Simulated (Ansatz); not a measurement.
Reaction (atomization): `B/C=C(\F)C=C` → B• + 4 C• + F• + 6 H•

Computed with Ansatz on PBE0-D4/def2-TZVP structures; ΔE is electronic, products minus reactants. CCSD(T)/CBS is the MP2 limit (def2-TZVPP, def2-QZVPP) plus CCSD(T) − MP2 in def2-TZVPP, frozen cores. This one scheme is used for every species, atoms too. DFT in def2-TZVPP. B3LYP here is the variant with VWN-RPA as its local correlation; programs differ in this. Open shells (•) are unrestricted, without spin–orbit coupling. Spin–orbit coupling would lower the free atoms: a little for B, C, F. One conformer a species, not always the lowest.

CCSD(T)/CBS gives +1197.1 kcal/mol.

Question: Another level gave +1236.0 kcal/mol. Which?
A. ωB97M-V/def2-TZVPP
B. r2SCAN-D4/def2-TZVPP
C. PBE/def2-TZVPP
D. B3LYP/def2-TZVPP

Answer: C. PBE 1236.0, r2SCAN-D4 1212.4, B3LYP 1199.1, ωB97M-V 1206.1 kcal/mol.

Largest T1 diagnostic among the species: 0.014.

From PBE to PBE0 (25 % exact exchange), in def2-TZVPP and without D4, ΔE moves by −24.1 kcal/mol: exact exchange takes away binding that semilocal exchange gives to molecules. The D4 term adds +8.4 kcal/mol with B3LYP and +4.4 kcal/mol with PBE0; it sums over pairs of atoms, weighted by their polarisabilities, and B3LYP, whose exchange is more repulsive, gets the larger term. In def2-TZVPP, CCSD(T) changes the Hartree–Fock value by +270.3 kcal/mol (the triples alone add +19.7 kcal/mol) and MP2 by +297.0 kcal/mol; breaking electron pairs costs correlation energy, which Hartree–Fock lacks.

For atomizations the MP2-based limit and the directly extrapolated one differ by several kJ/mol either way, and by 10 to 25 for some Ge, Se and Sn compounds, so smaller differences from it don't rank the levels.
